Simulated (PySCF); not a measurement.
C4H3Cl2F, SMILES FC(/C=C\Cl)=C/Cl.

Geometry: PBE0-D3(BJ)/def2-SVP. The structure was generated by enumeration; whether it is a known compound was not checked. One conformer was computed; it need not be the lowest.

Level of theory: PBE/def2-TZVP in PySCF.

Symmetry labels are those of the subgroup Cs that the program uses (full group Cs).

Computed valence orbital energies around the gap with their symmetry:
```json
[
 {"orbital": "HOMO−7", "symmetry": "A'", "energy (eV)": "-10.28"},
 {"orbital": "HOMO−6", "symmetry": "A'", "energy (eV)": "-9.42"},
 {"orbital": "HOMO−5", "symmetry": "A\"", "energy (eV)": "-9.33"},
 {"orbital": "HOMO−4", "symmetry": "A\"", "energy (eV)": "-9.12"},
 {"orbital": "HOMO−3", "symmetry": "A'", "energy (eV)": "-7.82"},
 {"orbital": "HOMO−2", "symmetry": "A'", "energy (eV)": "-7.50"},
 {"orbital": "HOMO−1", "symmetry": "A\"", "energy (eV)": "-7.32"},
 {"orbital": "HOMO", "symmetry": "A\"", "energy (eV)": "-5.72"},
 {"orbital": "LUMO", "symmetry": "A\"", "energy (eV)": "-2.49"},
 {"orbital": "LUMO+1", "symmetry": "A'", "energy (eV)": "-0.41"},
 {"orbital": "LUMO+2", "symmetry": "A'", "energy (eV)": "-0.05"},
 {"orbital": "LUMO+3", "symmetry": "A\"", "energy (eV)": "0.59"}
]
```
